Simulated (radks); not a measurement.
Results of a calculation; reference values are marked as such.
Neutral arsenic inside a hard spherical wall (all orbitals vanish at R), configuration held at [Ar] 3d10 4s2 4p3 and not refilled when levels cross. Code: a radial shooting solver on a logarithmic mesh with Libxc functionals. Model: non-relativistic Kohn-Sham, PBE, spin-polarised, spherical densities, point nucleus; open shells are filled with parallel spins first. Eigenvalues in eV for spin up, with the zero of energy where the potential of the charges vanishes at infinity; a dash marks a level that is unbound or too diffuse for the functional's potential to be trusted. A positive occupied level is held by the wall or, in an anion where self-interaction has pushed it up, behind a barrier. The pressure on the wall is -dE/dV.

R (bohr)	E (hartree)	kinetic (hartree)	e(3p)	e(3d)	e(4s)	e(4p)	e(5s, empty)	e(5p, empty)	pressure (GPa)
free	-2235.53176	2234.139	-131.96	-41.459	-14.777	-5.955	-	-	0
12	-2235.53175	2234.140	-131.96	-41.458	-14.776	-5.954	-0.374	0.968	0.000175
10	-2235.53164	2234.141	-131.95	-41.446	-14.767	-5.945	-0.011	1.737	0.00353
8	-2235.53020	2234.154	-131.84	-41.344	-14.689	-5.866	1.110	3.707	0.0740
6	-2235.51071	2234.282	-131.08	-40.591	-14.145	-5.259	5.184	9.694	1.81
4	-2235.20047	2235.727	-125.91	-35.506	-10.251	-0.364	26.004	34.966	70.8
3.5	-2234.83314	2237.148	-122.27	-31.953	-6.962	3.823	41.502	52.336	204
3	-2233.99711	2240.060	-116.44	-26.285	-0.571	11.787	69.145	82.317	650
2.5	-2231.92935	2246.688	-106.58	-16.651	13.289	28.390	122.52	138.44	2430
2	-2226.03287	2264.557	-87.663	2.431	48.692	68.523	238.79	256.84	11700
